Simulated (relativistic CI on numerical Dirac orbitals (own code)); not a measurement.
**Ligand-field terms of d2**

Computed with a parametric ligand-field model of a d^n configuration (Racah B and C, spin-orbit zeta, crystal field), exact diagonalisation.

Field parameters in Wybourne normalisation: Oh B⁴₀ = 21Dq, B⁴₄ = √(5/14) B⁴₀; Td as Oh with Dq negative (B⁴₀ = 21Dq, B⁴₄ = √(5/14) B⁴₀). The field is a parameter set, without covalency.

Task: Ground term and bands for B = 700, C = 3340, ζ = 0 cm⁻¹, Oh, 10Dq = 5200 cm⁻¹?

Result: Ground term 3T1 with 0.10 electrons in the two orbitals of the cubic e set. Spin-allowed: 3T2 4471 cm⁻¹ (2237 nm), 3A2 9671 cm⁻¹ (1034 nm), 3T1 14241 cm⁻¹ (702 nm). Lowest spin-forbidden: 1T2 11193 cm⁻¹ (893 nm), 1E 11678 cm⁻¹ (856 nm), 1T2 17809 cm⁻¹ (562 nm).

Task: Ground term and bands for B = 380, C = 1590, ζ = 0 cm⁻¹, Td, 10Dq = -6300 cm⁻¹?

Result: Ground term 3A2 with 2.00 electrons in the two orbitals of the cubic e set. Spin-allowed: 3T2 6300 cm⁻¹ (1587 nm), 3T1 9603 cm⁻¹ (1041 nm), 3T1 14997 cm⁻¹ (667 nm). Lowest spin-forbidden: 1E 6088 cm⁻¹ (1643 nm), 1A1 10480 cm⁻¹ (954 nm), 1T2 12270 cm⁻¹ (815 nm). With an A2 ground term the first spin-allowed band lies at |10Dq| itself.

Task: A d2 ion in Oh symmetry has the ground term 3T1 and bands at 1T2 11836 cm⁻¹ (845 nm), 1E 12129 cm⁻¹ (824 nm), 3T2 14292 cm⁻¹ (700 nm), 1A1 24992 cm⁻¹ (400 nm), 3T1 25834 cm⁻¹ (387 nm), 3A2 30092 cm⁻¹ (332 nm). Which parameters reproduce them?

Result: B = 870, C = 3050, ζ = 0 cm⁻¹, Oh, 10Dq = 15800 cm⁻¹.

Task: Ground term and bands for B = 830, C = 3070, ζ = 0 cm⁻¹, Td, 10Dq = -11850 cm⁻¹?

Result: Ground term 3A2 with 2.00 electrons in the two orbitals of the cubic e set. Spin-allowed: 3T2 11850 cm⁻¹ (844 nm), 3T1 18560 cm⁻¹ (539 nm), 3T1 29440 cm⁻¹ (340 nm). Lowest spin-forbidden: 1E 12447 cm⁻¹ (803 nm), 1A1 21436 cm⁻¹ (466 nm), 1T2 24009 cm⁻¹ (417 nm). With an A2 ground term the first spin-allowed band lies at |10Dq| itself.

Task: A d2 ion in Oh symmetry has the ground term 3T1 and bands at 1T2 5951 cm⁻¹ (1680 nm), 1E 6002 cm⁻¹ (1666 nm), 1A1 13949 cm⁻¹ (717 nm), 3T2 22382 cm⁻¹ (447 nm), 3T1 27914 cm⁻¹ (358 nm), 3A2 45832 cm⁻¹ (218 nm). Which parameters reproduce them?

Result: B = 440, C = 1580, ζ = 0 cm⁻¹, Oh, 10Dq = 23450 cm⁻¹.
